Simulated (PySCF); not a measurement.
Isomers of C4H7ClO2. Theory: PySCF, TDDFT PBE0/def2-SVPD, vertical, gas phase, core orbitals frozen in the response. Geometries: GFN2-xTB; one conformer of each isolated species. Triplets are in the Tamm–Dancoff approximation.

A. 2-(chloromethyl)-1,3-dioxolane, `C1(OCCO1)CCl`
B. methyl 3-chloropropanoate, `C(CCCl)(=O)OC`
C. 3-chloro-2-methylpropanoic acid, `C(Cl)[C@@H](C(O)=O)C`

Lowest singlet levels (six at most, fewer where fewer were computed) with oscillator strengths:

1. 210 nm (f 0.001); 169 nm (f 0.001); 167 nm (f 0.057); 167 nm (f 0.015); 164 nm (f 0.004); 162 nm (f 0.001); T1 5.35 eV
2. 182 nm (f 0.020); 176 nm (f 0.017); 169 nm (f 0.003); 166 nm (f 0.000); 162 nm (f 0.003); 160 nm (f 0.009); T1 6.37 eV
3. 206 nm (f 0.000); 167 nm (f 0.006); 166 nm (f 0.001); 164 nm (f 0.000); 163 nm (f 0.001); 161 nm (f 0.015); T1 5.46 eV

Problem. Which spectrum belongs to which structure?

Solution. 1 = C, 2 = A, 3 = B.
- A: S1 at 6.82 eV, HOMO→LUMO (94%); Löwdin shares by element: HOMO oxygen 42%, chlorine 14%, carbon 12% or more (atoms not listed hold the other 33%); LUMO chlorine 56%, carbon 20% or more (atoms not listed hold the other 24%); HOMO -7.59 and LUMO 0.53 eV; point group Cs, 1 of its 6 listed states under f = 0.0005.
- B: S1 at 6.02 eV, HOMO→LUMO (78%), HOMO-2→LUMO (21%); Löwdin shares by element: HOMO oxygen 44% or more, chlorine 27%, carbon 16% or more; LUMO carbon 46% or more, oxygen 44%; HOMO -8.34 and LUMO -0.06 eV; point group Cs, 2 of its 6 listed states under f = 0.0005.
- C: S1 at 5.89 eV, HOMO→LUMO (81%), HOMO-2→LUMO (13%); Löwdin shares by element: HOMO oxygen 54%, chlorine 21%, carbon 8% or more (atoms not listed hold the other 17%); LUMO carbon 44% or more, oxygen 41% (atoms not listed hold the other 15%); HOMO -8.35 and LUMO -0.22 eV.
B and C have S1 within 0.13 eV of each other; their strongest listed levels stand at 7.69 eV (f 0.015) and 7.41 eV (f 0.057).

Without π bonds the low states may be Rydberg-like; a valence basis with one diffuse set may place them up to an eV too high.
